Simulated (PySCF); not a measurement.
Ligand exchange on a metal centre used in film growth or etching (Mo F-OH). All species are isolated molecules in the gas phase. One relaxed conformer stands for each flexible species; it need not be the lowest. In the def2 sets, heavy atoms carry core potentials. Quantity: redistribution energy (mixed species minus the weighted end members). Level 1: PBE-D3(BJ)/def2-TZVP // TPSS-D3(BJ)/def2-SVP (PySCF). Level 2: TPSSh-D3(BJ)/def2-TZVP // TPSS-D3(BJ)/def2-SVP (PySCF).

```tsv
case	level 1 (kcal/mol)	level 2 (kcal/mol)
3 of 6 F replaced by OH: [Mo(F)3(OH)3]	-6.1	-6.8
4 of 6 F replaced by OH: [Mo(F)2(OH)4]	-5.2	withheld
5 of 6 F replaced by OH: [Mo(F)(OH)5]	-3.3	-3.7
2 of 6 F replaced by OH: [Mo(F)4(OH)2]	-3.0	-4.1
1 of 6 F replaced by OH: [Mo(F)5(OH)]	-1.4	-2.4
```

Question: Fit level 2 = a + b·x to the 4 complete rows by least squares, with x = level 1 in kcal/mol. Give a, b and the rms residual, and predict the withheld value.

Answer: Means of the 4 rows: x̄ = -3.45, ȳ = -4.25 kcal/mol. Σ(x − x̄)² = 11.45 and Σ(x − x̄)(y − ȳ) = 10.7, so b = 0.934 and a = ȳ − b·x̄ = -1.03 kcal/mol. The rms residual is 0.25 kcal/mol. At x = -5.2 the line gives -5.9 kcal/mol. The run for 4 of 6 F replaced by OH: [Mo(F)2(OH)4] gave -5.9 kcal/mol, so the line is off by 0.0 kcal/mol, within twice the rms residual.

Codes: PySCF.
